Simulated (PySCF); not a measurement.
PySCF input for Si(CCH)(Me)(OH)2 (C₃H₆O₂Si), SMILES C#C[Si](C)(O)O, TDA-PBE/def2-SVPD. The structure is a stationary point at B3LYP-D3(BJ)/def2-SVP. The structure was generated by enumeration, and PubChem lists no compound with its InChIKey, so it may never have been made. The values are those of a single conformer.

```python
import numpy as np
from pyscf import gto, scf, dft, tdscf

mol = gto.M(
    atom='''
    C     2.31196643   -0.18380478    1.43916389
    C     1.28918325   -0.13625991    0.78112187
    Si   -0.26197062    0.00449484   -0.19190863
    C    -1.65770845    0.68249698    0.83166261
    O    -0.54612294   -1.54322968   -0.74094892
    O    -0.04733196    1.07344489   -1.45144010
    H     3.21503408   -0.23283757    2.02003233
    H    -2.57364835    0.79330553    0.22844332
    H    -1.87800103    0.01669041    1.68048303
    H    -1.39390141    1.67519635    1.22880749
    H    -1.35514544   -1.66762375   -1.25168170
    H     0.74024289    0.93602593   -1.99194150
    ''',
    basis='def2-SVPD',
    charge=0,
    spin=0,
    max_memory=1600,
    verbose=4,
)
mf = dft.RKS(mol, xc='pbe').density_fit(auxbasis='def2-universal-jkfit')
mf.grids.level = 3
mf.conv_tol = 1e-9
mf.max_cycle = 100
mf.kernel()
mf.grids = dft.Grids(mol).set(level=1).build(with_non0tab=True)  # coarser grid for the response kernel
td = tdscf.TDA(mf)
td.singlet = True
td.nstates = 10
td.conv_tol = 1e-4
td.positive_eig_threshold = 1e-6
td.kernel(x0=td.get_init_guess(mf, 15))
td.analyze()
tt = tdscf.TDA(mf)
tt.singlet = False
tt.nstates = 4
tt.conv_tol = 1e-4
tt.positive_eig_threshold = 1e-6
tt.kernel(x0=tt.get_init_guess(mf, 9))
tt.analyze(verbose=3)
```

Output:

```
PySCF version 2.14.0

[INPUT] verbose = 4
[INPUT] num. atoms = 12
[INPUT] num. electrons = 54
[INPUT] charge = 0
[INPUT] spin (= nelec alpha-beta = 2S) = 0
[INPUT] symmetry False subgroup None
[INPUT] Mole.unit = angstrom
[INPUT] Symbol           X                Y                Z      unit          X                Y                Z       unit  Magmom
[INPUT]  1 C      2.311966430000  -0.183804780000   1.439163890000 AA    4.368983361888  -0.347340694586   2.719625600464 Bohr   0.0
[INPUT]  2 C      1.289183250000  -0.136259910000   0.781121870000 AA    2.436203266877  -0.257493911658   1.476106404208 Bohr   0.0
[INPUT]  3 Si    -0.261970620000   0.004494840000  -0.191908630000 AA   -0.495052724483   0.008494016574  -0.362654751640 Bohr   0.0
[INPUT]  4 C     -1.657708450000   0.682496980000   0.831662610000 AA   -3.132614964877   1.289732373043   1.571614560941 Bohr   0.0
[INPUT]  5 O     -0.546122940000  -1.543229680000  -0.740948920000 AA   -1.032022786942  -2.916281442500  -1.400190531092 Bohr   0.0
[INPUT]  6 O     -0.047331960000   1.073444890000  -1.451440100000 AA   -0.089444441339   2.028516851914  -2.742824275211 Bohr   0.0
[INPUT]  7 H      3.215034080000  -0.232837570000   2.020032330000 AA    6.075533892343  -0.439999238809   3.817307866467 Bohr   0.0
[INPUT]  8 H     -2.573648350000   0.793305530000   0.228443320000 AA   -4.863490522439   1.499130184803   0.431695309786 Bohr   0.0
[INPUT]  9 H     -1.878001030000   0.016690410000   1.680483030000 AA   -3.548907608351   0.031540303807   3.175652683679 Bohr   0.0
[INPUT] 10 H     -1.393901410000   1.675196350000   1.228807490000 AA   -2.634091909545   3.165662306371   2.322109615914 Bohr   0.0
[INPUT] 11 H     -1.355145440000  -1.667623750000  -1.251681700000 AA   -2.560853740553  -3.151352166320  -2.365335608130 Bohr   0.0
[INPUT] 12 H      0.740242890000   0.936025930000  -1.991941500000 AA    1.398856327757   1.768832653191  -3.764223891155 Bohr   0.0

nuclear repulsion = 285.673780971493
number of shells = 76
number of NR pGTOs = 258
number of NR cGTOs = 178
basis = def2-SVPD
ecp = {}


[settings echo left out]
init E= -557.536716689423
  HOMO = -0.345800156021147  LUMO = -0.0967712864187485  gap/eV = 6.77642
cycle= 1 E= -556.908626598935  delta_E= 0.628  |g|= 1.15  |ddm|= 8.38
  HOMO = -0.0800515949917293  LUMO = 0.00699008191334594  gap/eV = 2.36852
cycle= 2 E= -555.975310255911  delta_E= 0.933  |g|= 2.37  |ddm|= 3.83
  HOMO = -0.233365234380985  LUMO = -0.0384933772111822  gap/eV = 5.30273
cycle= 3 E= -557.143046933646  delta_E= -1.17  |g|= 0.373  |ddm|= 2.63
  HOMO = -0.263956872063354  LUMO = -0.0430181252065913  gap/eV = 6.01205
cycle= 4 E= -557.168852131278  delta_E= -0.0258  |g|= 0.228  |ddm|= 0.696
  HOMO = -0.262088919376495  LUMO = -0.0438735175437639  gap/eV = 5.93794
cycle= 5 E= -557.178212256965  delta_E= -0.00936  |g|= 0.129  |ddm|= 0.319
  HOMO = -0.257327676785675  LUMO = -0.0395424168111096  gap/eV = 5.92624
cycle= 6 E= -557.182462643519  delta_E= -0.00425  |g|= 0.0125  |ddm|= 0.137
  HOMO = -0.256581899891047  LUMO = -0.039288096669611  gap/eV = 5.91287
cycle= 7 E= -557.182499152552  delta_E= -3.65e-05  |g|= 0.00574  |ddm|= 0.0234
  HOMO = -0.257034446491721  LUMO = -0.0395270249061395  gap/eV = 5.91868
cycle= 8 E= -557.182506412913  delta_E= -7.26e-06  |g|= 0.00174  |ddm|= 0.0077
  HOMO = -0.257061960332503  LUMO = -0.0395445480255372  gap/eV = 5.91895
cycle= 9 E= -557.182506887331  delta_E= -4.74e-07  |g|= 0.00072  |ddm|= 0.00236
  HOMO = -0.257025072322771  LUMO = -0.0395181429091971  gap/eV = 5.91867
cycle= 10 E= -557.182507008904  delta_E= -1.22e-07  |g|= 5.93e-05  |ddm|= 0.000965
  HOMO = -0.257030940828256  LUMO = -0.0395217764469207  gap/eV = 5.91873
cycle= 11 E= -557.182507009589  delta_E= -6.86e-10  |g|= 2.43e-05  |ddm|= 0.000162
  HOMO = -0.25702806899789  LUMO = -0.0395206832280777  gap/eV = 5.91868
Extra cycle  E= -557.182507009237  delta_E= 3.52e-10  |g|= 4.42e-05  |ddm|= 0.000114
converged SCF energy = -557.182507009237
tot grids = 47144
Overwritten attributes  positive_eig_threshold  of <class 'pyscf.tdscf.rks.TDA'>


******** <class 'pyscf.tdscf.rks.TDA'> for <class 'pyscf.df.df_jk.DFRKS'> ********
nstates = 10 singlet
deg_eia_thresh = 1.000e-03
wfnsym = None
conv_tol = 0.0001
eigh lindep = 1e-12
eigh level_shift = 0
eigh max_cycle = 100


Excitation energies (eV)
[5.97952147 6.16691172 6.21304382 6.45273109 6.52052607 6.55845858
 6.61282381 6.7175759  6.84790704 7.0014955 ]

** Singlet excitation energies and oscillator strengths **
Excited State   1:      5.97952 eV    207.35 nm  f=0.0009
      26 -> 28        0.15256
      26 -> 29       -0.16432
      27 -> 28        0.65410
      27 -> 29        0.13756
Excited State   2:      6.16691 eV    201.05 nm  f=0.0008
      26 -> 28       -0.52910
      27 -> 29        0.45394
Excited State   3:      6.21304 eV    199.55 nm  f=0.0007
      25 -> 28       -0.10082
      26 -> 29       -0.65876
      27 -> 28       -0.19784
Excited State   4:      6.45273 eV    192.14 nm  f=0.0142
      25 -> 28        0.66080
      25 -> 29        0.11310
      27 -> 30       -0.15639
Excited State   5:      6.52053 eV    190.14 nm  f=0.0353
      25 -> 28        0.14400
      25 -> 29       -0.55914
      26 -> 28       -0.15324
      26 -> 30       -0.23390
      27 -> 29       -0.22102
      27 -> 30        0.13446
Excited State   6:      6.55846 eV    189.04 nm  f=0.0033
      24 -> 28        0.18573
      25 -> 28        0.11177
      26 -> 30        0.15556
      27 -> 29        0.10439
      27 -> 30        0.63578
Excited State   7:      6.61282 eV    187.49 nm  f=0.0147
      24 -> 28        0.11162
      25 -> 29       -0.35658
      26 -> 30        0.53668
      27 -> 29        0.16562
      27 -> 30       -0.17891
Excited State   8:      6.71758 eV    184.57 nm  f=0.0114
      24 -> 28        0.64161
      26 -> 30       -0.20690
      27 -> 30       -0.12456
Excited State   9:      6.84791 eV    181.05 nm  f=0.0062
      24 -> 28       -0.11226
      24 -> 29       -0.68048
Excited State  10:      7.00150 eV    177.08 nm  f=0.0377
      23 -> 28       -0.10433
      25 -> 30        0.68779

** Transition electric dipole moments (AU) **
state          X           Y           Z        Dip. S.      Osc.
  1        -0.0604     -0.0323     -0.0417      0.0064      0.0009
  2        -0.0424      0.0048     -0.0562      0.0050      0.0008
  3         0.0413     -0.0335      0.0442      0.0048      0.0007
  4        -0.0450     -0.2545      0.1513      0.0897      0.0142
  5        -0.1575     -0.1428     -0.4189      0.2207      0.0353
  6         0.0494      0.0697      0.1138      0.0203      0.0033
  7        -0.0112      0.0615      0.2942      0.0905      0.0147
  8         0.2357      0.1131      0.0303      0.0693      0.0114
  9         0.0805     -0.1677      0.0496      0.0371      0.0062
 10        -0.3978     -0.1483      0.1990      0.2199      0.0377

** Transition velocity dipole moments (imaginary part, AU) **
state          X           Y           Z        Dip. S.      Osc.
  1        -0.0108      0.0031     -0.0051      0.0002      0.0005
  2         0.0012      0.0009     -0.0084      0.0001      0.0002
  3         0.0088     -0.0115      0.0040      0.0002      0.0007
  4        -0.0219     -0.0399      0.0370      0.0034      0.0097
  5        -0.0089     -0.0231     -0.0586      0.0040      0.0113
  6        -0.0038      0.0215      0.0105      0.0006      0.0016
  7        -0.0166      0.0199      0.0594      0.0042      0.0115
  8         0.0379      0.0257      0.0034      0.0021      0.0057
  9         0.0173     -0.0335     -0.0038      0.0014      0.0038
 10        -0.0794     -0.0346      0.0467      0.0097      0.0251

** Transition magnetic dipole moments (imaginary part, AU) **
state          X           Y           Z
  1        -0.0029     -0.1740     -0.1397
  2        -0.0096     -0.0428     -0.0335
  3        -0.2265      0.1131     -0.1150
  4        -0.0086     -0.2504      0.3585
  5        -0.1359     -0.1889     -0.0045
  6         0.3447     -0.3506     -0.2090
  7        -0.1853      0.2868     -0.0710
  8        -0.3743     -0.2085      0.1614
  9        -0.2131      0.0899     -0.2538
 10         0.4041     -0.3141      0.1750


******** <class 'pyscf.tdscf.rks.TDA'> for <class 'pyscf.df.df_jk.DFRKS'> ********
nstates = 4 triplet
deg_eia_thresh = 1.000e-03
wfnsym = None
conv_tol = 0.0001
eigh lindep = 1e-12
eigh level_shift = 0
eigh max_cycle = 100


Excitation energies (eV)
[4.9422978  5.36158432 5.36655941 5.99686288]

** Triplet excitation energies and oscillator strengths **
Excited State   1:      4.94230 eV    250.86 nm  f=0.0000
Excited State   2:      5.36158 eV    231.25 nm  f=0.0000
Excited State   3:      5.36656 eV    231.03 nm  f=0.0000
Excited State   4:      5.99686 eV    206.75 nm  f=0.0000
```

The calculation finished and met its thresholds.

Cost: around 120 core-seconds (rough).
